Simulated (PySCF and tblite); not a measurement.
Results of a calculation; reference values are marked as such.
2 diastereomers of C₅H₁₇FSi₄, numbered alike:

```json
{"isomer": "A", "SMILES": "[CH3:1][Si:2]1([CH3:3])[CH2:4][Si@H:5]([F:6])[CH2:7][Si@H:8]([SiH3:9])[CH2:10]1", "descriptors (one enantiomer)": "5S, 8R"}
{"isomer": "B", "SMILES": "[CH3:1][Si:2]1([CH3:3])[CH2:4][Si@@H:5]([F:6])[CH2:7][Si@H:8]([SiH3:9])[CH2:10]1", "descriptors (one enantiomer)": "5R, 8R"}
```

Protocol: conformer search, at most 3 conformers an isomer, GFN2-xTB geometries, energies PBE0/def2-SVP (IEF-PCM, dimethylsulfoxide) (D3(BJ) added where defined), GIAO shieldings B97-2/pcSseg-1 (IEF-PCM, dimethylsulfoxide), weights at 298.15 K with GFN2-xTB thermal terms. Programs: PySCF with density fitting and tblite.

Problem. What shifts does each isomer give (ppm; of two unlike H on one atom, a is the less shielded)?

Solution. 
A: ¹H (against TMS): 0.28 (H7a, 1H), 0.24 (H7b, 1H), 0.24 (H4a, 1H), 0.21 (H4b, 1H), 0.14 (H3, 3H), 0.06 (H1, 3H), -0.20 (H10a, 1H), -0.20 (H10b, 1H). ¹³C (against TMS): 6.3 (C4), 3.4 (C3), 0.7 (C7), 0.5 (C1), -1.1 (C10). ²⁹Si (against TMS): 22.7 (Si5), 2.9 (Si2), -45.2 (Si8), -109.8 (Si9).

B: ¹H (against TMS): 0.25 (H7a, 1H), 0.21 (H4a, 1H), 0.21 (H1, 3H), 0.10 (H3, 3H), -0.12 (H10a, 1H), -0.13 (H7b, 1H), -0.15 (H10b, 1H), -0.16 (H4b, 1H). ¹³C (against TMS): 4.8 (C4), 3.8 (C3), 0.6 (C1), -0.1 (C7), -0.3 (C10). ²⁹Si (against TMS): 22.7 (Si5), 2.0 (Si2), -44.5 (Si8), -110.5 (Si9). H not on carbon is left out.

The conformer set may be incomplete (the search or the number kept was capped). Unscaled ²⁹Si shifts at such levels can be off by tens of ppm; differences between conformers or isomers are more reliable. Shifts are unscaled: against experiment ¹³C can be off by 15 ppm or more and ¹H by 0.8 ppm. The cap on conformers cut off some of the population, so the set may be incomplete.
